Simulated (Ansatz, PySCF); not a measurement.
Molecule: sum formula HS₂O (charge 0, doublet). It need not be the lowest isomer of its formula. 
Coordinates optimised at B3LYP-D3(BJ)/def2-TZVP (Ansatz, a quantum-chemistry and plane-wave program):
```xyz
4

S      1.2760     0.2484     0.2598
S     -0.3936    -0.6010    -0.1748
O     -1.6115     0.5309    -0.1755
H     -1.2265     1.3947     0.0453
```
Charge 0, spin multiplicity 2.

Dipole moments at this geometry, in debye (magnitudes).

| level | program | dipole (D) |
|---|---|---|
| HF/def2-TZVPD | PySCF | 0.76 |
| SVWN5/def2-TZVPD | PySCF | 0.80 |
| BLYP/def2-TZVPD | Ansatz | 0.73 |
| revPBE/def2-TZVPD | Ansatz | 0.82 |
| TPSS/def2-TZVPD | PySCF | 0.82 |
| r2SCAN/def2-TZVPD | Ansatz | 0.84 |
| BHLYP/def2-TZVPD | Ansatz | 0.67 |
| PW6B95/def2-TZVPD | PySCF | 0.70 |
| M06-2X/def2-TZVPD | PySCF | 0.67 |
| HSE06/def2-TZVPD | Ansatz | 0.76 |
| CAM-B3LYP/def2-TZVPD | Ansatz | 0.68 |
| LC-wPBE/def2-TZVPD | Ansatz | 0.73 |
| wB97X-V/def2-TZVPD | Ansatz | 0.73 |
| CCSD(T)/aug-cc-pV(D+d)Z | Ansatz | 0.67 |
